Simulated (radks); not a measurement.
Values are calculated unless marked as measured or tabulated.
Initial-state core-level shifts of the mercury ion Hg+ when its valence configuration changes from [Xe] 4f14 5d10 6s1. Code: a radial shooting solver on a logarithmic mesh with Libxc functionals. Model: Dirac Kohn-Sham, BLYP, spin-unpolarised, spherical densities, point nucleus; open shells fill j = l - 1/2 first. Shifts are changes of the shell-averaged eigenvalues in eV (positive: less bound).

valence                    1s       3s       4p       4d
4f13.5 5d10 6s1.5      -8.059   -9.807   -8.317   -8.030
4f14 5d9 6s1 6p1       -4.867   -5.002   -4.969   -4.971
4f14 5d9 6s2           -3.485   -3.632   -3.596   -3.599
4f12 5d10 6s1 6p2     -36.449  -43.715  -37.165  -35.988
4f12.5 5d9.5 6s1 6p2  -29.639  -35.094  -30.298  -29.421
4f12.5 5d9.5 6p3      -31.567  -36.980  -32.187  -31.307
4f14 5d9 6s1.5 6p0.5   -4.186   -4.326   -4.292   -4.294
4f13 5d9.5 6s1 6p1.5  -20.347  -23.954  -20.854  -20.273
4f12 5d10 6s2 6p1     -35.141  -42.412  -35.858  -34.682
